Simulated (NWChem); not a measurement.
All runs are NWChem calculations. System: Br$_{2}$, charge 0, spin multiplicity 1, displaced from the optimised geometry. Level: RHF/def2-SVP, spin-restricted.

Part of the output:

```
             Northwest Computational Chemistry Package (NWChem) 7.3.0
             --------------------------------------------------------

                                NWChem Input Module
                                -------------------

 Scaling coordinates for geometry "geometry" by  1.889725989
 (inverse scale =  0.529177249)

                             Geometry "geometry" -> ""
                             -------------------------

 Output coordinates in angstroms (scale by  1.889725989 to convert to a.u.)

  No.       Tag          Charge          X              Y              Z
 ---- ---------------- ---------- -------------- -------------- --------------
    1 Br                  35.0000     0.00000000     0.00000000     1.14917100
    2 Br                  35.0000     0.00000000     0.00000000    -3.44751300

 Effective nuclear repulsion energy (a.u.)     141.0238619893

            Nuclear Dipole moment (a.u.)
            ----------------------------
        X                 Y               Z
 ---------------- ---------------- ----------------
     0.0000000000     0.0000000000  -152.0132812816


 Summary of "ao basis" -> "" (spherical)
 ------------------------------------------------------------------------------
       Tag                 Description            Shells   Functions and Types
 ---------------- ------------------------------  ------  ---------------------
 *                          def2-svp                  on all atoms

 Summary of "ao basis" -> "ao basis" (spherical)
 ------------------------------------------------------------------------------
       Tag                 Description            Shells   Functions and Types
 ---------------- ------------------------------  ------  ---------------------
 Br                         def2-svp                12       32   5s4p3d

                                 NWChem SCF Module
                                 -----------------

  ao basis        = "ao basis"
  functions       =    64
  atoms           =     2
  closed shells   =    35
  open shells     =     0
  charge          =   0.00
  wavefunction    = RHF
  use symmetry    = F
  symmetry adapt  = F

 Summary of "ao basis" -> "ao basis" (spherical)
 ------------------------------------------------------------------------------
       Tag                 Description            Shells   Functions and Types
 ---------------- ------------------------------  ------  ---------------------
[...]
   Bfn.  Coefficient  Atom+Function         Bfn.  Coefficient  Atom+Function
  ----- ------------  ---------------      ----- ------------  ---------------
    16      0.400624  1 Br py                48     -0.400624  2 Br py
    13      0.362373  1 Br py                45     -0.362373  2 Br py
    10     -0.235932  1 Br py                42      0.235932  2 Br py
    15      0.156114  1 Br px                47     -0.156114  2 Br px

 Vector   34  Occ=2.000000D+00  E=-4.475752D-01
              MO Center= -4.7D-16, -3.5D-16, -1.1D+00, r^2= 6.7D+00
   Bfn.  Coefficient  Atom+Function         Bfn.  Coefficient  Atom+Function
  ----- ------------  ---------------      ----- ------------  ---------------
    15      0.400624  1 Br px                47     -0.400624  2 Br px
    12      0.362373  1 Br px                44     -0.362373  2 Br px
     9     -0.235932  1 Br px                41      0.235932  2 Br px
    16     -0.156114  1 Br py                48      0.156114  2 Br py

 Vector   35  Occ=2.000000D+00  E=-3.478778D-01
              MO Center= -3.5D-16, -5.3D-16, -1.1D+00, r^2= 6.6D+00
   Bfn.  Coefficient  Atom+Function         Bfn.  Coefficient  Atom+Function
  ----- ------------  ---------------      ----- ------------  ---------------
    17      0.466135  1 Br pz                49     -0.466135  2 Br pz
    14      0.339372  1 Br pz                46     -0.339372  2 Br pz
    11     -0.235932  1 Br pz                43      0.235932  2 Br pz

 Vector   36  Occ=0.000000D+00  E=-2.118351D-01
              MO Center= -4.8D-16,  1.8D-16, -1.1D+00, r^2= 6.8D+00
   Bfn.  Coefficient  Atom+Function         Bfn.  Coefficient  Atom+Function
  ----- ------------  ---------------      ----- ------------  ---------------
    17      0.459807  1 Br pz                49      0.459807  2 Br pz
    14      0.359100  1 Br pz                46      0.359100  2 Br pz
    11     -0.244426  1 Br pz                43     -0.244426  2 Br pz

 Vector   37  Occ=0.000000D+00  E= 4.289230D-01
              MO Center=  5.1D-16, -1.1D-15, -1.1D+00, r^2= 7.5D+00
   Bfn.  Coefficient  Atom+Function         Bfn.  Coefficient  Atom+Function
  ----- ------------  ---------------      ----- ------------  ---------------
     4      1.460552  1 Br s                 36      1.460552  2 Br s
     5     -1.351814  1 Br s                 37     -1.351814  2 Br s
     3     -0.426263  1 Br s                 35     -0.426263  2 Br s

 Vector   38  Occ=0.000000D+00  E= 4.676885D-01
              MO Center= -5.6D-16, -1.5D-15, -1.1D+00, r^2= 8.5D+00
   Bfn.  Coefficient  Atom+Function         Bfn.  Coefficient  Atom+Function
  ----- ------------  ---------------      ----- ------------  ---------------
     4      1.486243  1 Br s                 36     -1.486243  2 Br s
     5     -1.386297  1 Br s                 37      1.386297  2 Br s
     3     -0.430245  1 Br s                 35      0.430245  2 Br s

 center of mass
 --------------
 x =   0.00000000 y =   0.00000000 z =  -2.17161830

 moments of inertia (a.u.)
 ------------------
        3015.042438746881           0.000000000000           0.000000000000
           0.000000000000        3015.042438746881           0.000000000000
           0.000000000000           0.000000000000           0.000000000000

  Mulliken analysis of the total density
  --------------------------------------

    Atom       Charge   Shell Charges
 -----------   ------   -------------------------------------------------------
    1 Br  35    35.00   2.00  2.00  2.00  1.41  0.59  6.00  5.99  2.16  2.86  8.23  1.73  0.04
    2 Br  35    35.00   2.00  2.00  2.00  1.41  0.59  6.00  5.99  2.16  2.86  8.23  1.73  0.04

       Multipole analysis of the density wrt the origin
       ------------------------------------------------

     L   x y z        total         open         nuclear
     -   - - -        -----         ----         -------
     0   0 0 0     -0.000000      0.000000     70.000000

     1   1 0 0      0.000000      0.000000      0.000000
     1   0 1 0     -0.000000      0.000000      0.000000
     1   0 0 1      0.000000      0.000000   -152.013281

     2   2 0 0    -28.064823      0.000000      0.000000
     2   1 1 0      0.000000      0.000000      0.000000
     2   1 0 1      0.000000      0.000000      0.000000
     2   0 2 0    -28.064823      0.000000      0.000000
     2   0 1 1      0.000000      0.000000      0.000000
     2   0 0 2    -23.256847      0.000000   1650.574120

 Task  times  cpu:        0.3s     wall:        0.3s

 Total times  cpu:        0.3s     wall:        0.3s
```

**Question.** Write an NWChem input that would produce this output.

**Answer.** Several could match; the one computed here: 
```
start mol
memory heap 200 mb stack 900 mb global 1100 mb
geometry units angstroms nocenter noautoz noautosym
  Br     0.000000     0.000000     1.149171
  Br     0.000000     0.000000    -3.447513
end
basis spherical
  * library def2-svp
end
scf
  rhf
  nopen 0
  maxiter 100
  thresh 1e-7
  semidirect memsize 60000000 filesize 0
end
task scf energy
```
